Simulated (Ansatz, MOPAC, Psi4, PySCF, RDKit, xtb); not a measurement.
Noncovalent pair: CH4OSe (SMILES CO[SeH]) (first 7 atoms) with CH4 (SMILES C); geometry from B3LYP-D3(BJ)/def2-TZVP, rigid monomers moved along the line of their centres of mass till O2···H12 is 3.10 Å.
(charge 0, multiplicity 1):
```xyz
12

C      1.83533     0.80635     0.80194
O      0.43782     0.76897     0.52308
Se    -0.24135    -0.88503     0.22623
H      2.09296     0.17889     1.65841
H      2.06492     1.84780     1.03216
H      2.42250     0.48973    -0.06534
H      0.16879    -0.97807    -1.19632
C     -0.06756     0.04917     4.35350
H      0.18723    -0.93073     3.95061
H     -0.93235    -0.04395     5.00909
H      0.77734     0.43656     4.92197
H     -0.29951     0.72938     3.53567
```

```tsv
level	interaction energy (meV)	cost
UFF	-47.3	-
GFN-FF	-36.4	-
AM1	4.1	-
PM3	-18.3	-
PM6	-8.0	-
PM7	-26.9	-
GFN1-xTB	-35.8	-
GFN2-xTB	-57.4	-
HF/STO-3G (no counterpoise)	-0.9	-
HF/3-21G (no counterpoise)	-31.2	-
HF/6-31G*	5.5	-
HF/6-31G* (no counterpoise)	-12.0	-
HF/aug-cc-pVDZ	5.2	-
PBE/def2-TZVPPD	-20.3	×1
PBE-D3(BJ)/def2-TZVPPD	-59.3	×1
PBE-D4/def2-TZVPPD	-59.5	×1
BP86/6-31G* (no counterpoise)	-1.7	-
r2SCAN/def2-TZVPPD	-29.9	×2
r2SCAN-D3(BJ)/def2-TZVPPD	-49.3	×2
r2SCAN-D4/def2-TZVPPD	-46.9	×2
B3LYP/3-21G (no counterpoise)	-42.5	-
B3LYP/6-31G*	5.9	-
B3LYP/6-31G* (no counterpoise)	-21.2	-
B3LYP/def2-TZVPPD	5.8	×2
B3LYP-D3(BJ)/def2-TZVPPD	-52.9	×2
B3LYP-D4/def2-TZVPPD	-50.6	×2
PBE0/def2-TZVPPD	-17.1	×1
PBE0-D3(BJ)/def2-TZVPPD	-56.4	×1
PBE0-D4/def2-TZVPPD	-54.9	×1
M06-2X/6-31G* (no counterpoise)	-59.6	-
wB97X-V/def2-TZVPPD	-49.5	×3
wB97M-V/def2-TZVPPD	-45.6	×4
MP2/6-31G*	-18.6	-
MP2/6-31G* (no counterpoise)	-53.4	-
MP2/aug-cc-pVDZ	-43.7	-
SCS-MP2/aug-cc-pVDZ	-31.8	-
CCSD/aug-cc-pVDZ	-36.0	-
CCSD(T)/aug-cc-pVDZ	-42.7	×10
SAPT0/aug-cc-pVDZ	-47.6	-
```

The rows run from -59.6 (M06-2X/6-31G* (no counterpoise)) to 5.9 meV (B3LYP/6-31G*). In aug-cc-pVDZ the value moves HF 5.2, MP2 -43.7, CCSD -36.0, CCSD(T) -42.7, a shift of -47.8 from HF to CCSD(T). The dispersion term adds -39.0 in PBE-D3(BJ), -39.2 in PBE-D4, -19.5 in r2SCAN-D3(BJ). The 6 functionals in def2-TZVPPD without D3 or D4 span 55.3, from wB97X-V to B3LYP.

Counterpoise-corrected where a basis set is named; no monomer relaxation. Rows marked so take none. RDKit's UFF carries no charges.

Cores are frozen in the correlated methods. Filled d and f shells under p-block atoms count as core. Rows in 3-21G, 6-31G*, STO-3G carry no dispersion term and start afresh at each structure (6-31G* with six Cartesian d functions); the Pople sets are all-electron and without relativity. MP2/6-31G* freezes PySCF's default core, which leaves 3d correlated. The state reached by AM1, PM3, PM6, PM7 isn't checked; PM7 holds dispersion and hydrogen-bond terms.

Programs: Ansatz (Gaussian orbitals); MOPAC for AM1, PM3, PM6, PM7 (differences of heats of formation); Psi4 for SAPT; PySCF for 3-21G rows, 6-31G* rows, STO-3G rows, the dispersion terms; RDKit for the force fields; xtb for the GFN methods. 

Costs are rough ratios of core time to PBE/def2-TZVPPD (about 18 s over the structures, on one shared machine); a dash marks a level with no comparable run of its own.

Ansatz is a first-principles code.
